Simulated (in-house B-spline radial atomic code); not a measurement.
## RPA and G0W0 on LC-wPBE: Rb

Configuration [Kr] 5s1, highest spin, mean-field start LC-wPBE. Computed with an all-electron radial atomic-structure program (B-spline basis): all electrons, scalar-relativistic (spin-free one-electron X2C), finite nucleus, each spin shell either full or empty, empty states to l = 9 with an (l + 1/2)⁻⁴ tail; G0W0 by contour deformation at full frequency.

RPA overbinds a lone outer s electron by self-correlation, and G0W0 tends to as well.

Command:
```bash
python run_gw.py task.json out
```
Settings (radii: box in bohr, nucleus in fm):
```
Z                        37
electrons                37
configuration            [Kr] 5s1
hamiltonian              x2c
method                   lc_wpbe
lmax                     9
rms_radius               4.2036
spin_polarised           True
box_radius               40
intervals                73
ion_configuration        [Ar] 3d10 4s2 4p6
```

Cost of the run: 16 s on 1 thread of Arm Neoverse N1 (shared host).

Energies (hartree):

| term | value |
| --- | --- |
| mean-field total | -2980.69831 |
| Hartree-Fock functional on these orbitals | -2979.12928 |
| direct second order | -2.9566 |
| second-order exchange | 0.85157 |
| SOSEX correction | 0.79149 |

Question: What is the RPA correlation energy, and what remains with SOSEX?

Answer: RPA gives -2.6018 hartree (-1.91 eV per electron); RPA + SOSEX gives -1.8104, and the second-order doubles -2.105 hartree (no singles). SOSEX takes back 30 % of the RPA value.

Quasi-particle levels (eV):

```tsv
level	occupied	mean field	Σx - vxc	Σc	QP weight	G0W0
5s up	yes	-4.137	0.33	?	?	?
4p down	yes	-20.690	-0.97	0.00	0.878	-21.659
```

G0W0 = mean field + (Σx - vxc) + Σc, with Σc (partial-wave tail included) taken at the quasi-particle energy. Only the outer levels were computed. Levels of low weight are left out.

Question: Where does G0W0 put 5s up?

Answer: At -4.411 eV, with Σc = -0.61 eV and a quasi-particle weight of 0.954. The tabulated removal energy is 4.177 eV (NIST, measured); the calculation leaves out spin-orbit coupling, Breit and QED terms, and what these don't explain is the method's own error.

Question: What does it cost to remove one electron (to [Ar] 3d10 4s2 4p6) by differences of total energies, each species on its own start (correlation terms add to the Hartree-Fock functional)?

Answer: LC-wPBE 4.035 eV, Hartree-Fock functional 3.787 eV, + RPA 4.307 eV, + RPA + SOSEX 4.064 eV, + second order 4.223 eV. Tabulated: 4.177 eV (NIST, measured); the calculation leaves out spin-orbit coupling, Breit and QED terms, and what these don't explain is the method's own error.
